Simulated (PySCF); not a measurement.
# Gas-phase thermal properties of TiBr4

Computed with PySCF (xtb for GFN2) and rigid-rotor harmonic-oscillator thermochemistry at 1 bar. 6-31G* has spherical d functions here. All species are closed-shell singlets. B3LYP is the form with VWN-RPA correlation. Br: all electrons, no relativistic terms. The harmonic model lacks anharmonicity and excited electronic states, which grow with temperature; levels with a mode under 35 cm⁻¹ are left out. Soft modes under 120 cm⁻¹ make the harmonic entropy rough for TiBr4.

```
level           point group   σ  ZPE (kJ/mol)  S°298 (J/mol/K)  Cp298 (J/mol/K)  S°1000 (J/mol/K)  H1000 − H298 (kJ/mol)
--------------  -----------  --  ------------  ---------------  ---------------  ----------------  ---------------------
B3LYP/6-31G*             Td  12          10.8            398.6            100.5             525.8                   74.2
GFN2-xTB                 Td  12          10.0            407.3            101.4             534.9                   74.3
HF/6-31G*                Td  12          11.3            395.2            100.0             522.1                   74.0
PBE0/def2-TZVP           Td  12          11.0            399.4            100.3             526.4                   74.1
```
σ: rotational symmetry number. Electronic degeneracy used: 1. Frequencies are unscaled.
